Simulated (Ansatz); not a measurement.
Program: Ansatz. Geometries: PBE0-D4/def2-TZVP. ΔE: electronic, gas phase. CCSD(T)/CBS is the MP2 limit (def2-TZVPP, def2-QZVPP) plus CCSD(T) − MP2 in def2-TZVPP, frozen cores. This one scheme is used for every species. Functionals use def2-TZVPP. B3LYP here is the variant with VWN-RPA as its local correlation; programs differ in this. For Ge outer-core shells are correlated without core-valence functions, which leaves a few kJ/mol of doubt a bond. Scalar relativity is left out up to krypton. Each species was taken in one conformer, which may not be the lowest.

Reaction (ligand exchange at a Ge–C bond): `[CH3][GeH2][CH]=N` + CH₃SH → `C[S][GeH2][CH3]` + `C=N`

| level | ΔE (kcal/mol) | difference from CCSD(T)/CBS |
| --- | --- | --- |
| PBE-D4 | -15.4 | 0.4 |
| r2SCAN-D4 | -15.7 | 0.1 |
| PBE0-D4 | -16.2 | -0.4 |
| B3LYP-D4 | -16.0 | -0.2 |
| ωB97M-V | -15.7 | 0.1 |
| PBE | -14.8 | 1.0 |
| HF/def2-TZVPP | -17.0 | -1.2 |
| CCSD/def2-TZVPP | -15.3 | 0.5 |
| HF/CBS(def2) | -16.9 | -1.1 |
| CCSD/CBS(def2) | -15.8 | 0.0 |
| CCSD(T)/CBS | -15.8 | 0 |

Largest T1 diagnostic among the species: 0.012.

The D4 term adds −0.9 kcal/mol with B3LYP and −0.5 kcal/mol with PBE0; it sums over pairs of atoms, weighted by their polarisabilities, and B3LYP, whose exchange is more repulsive, gets the larger term. From PBE to PBE0 (25 % exact exchange), in def2-TZVPP and without D4, ΔE moves by −0.8 kcal/mol.
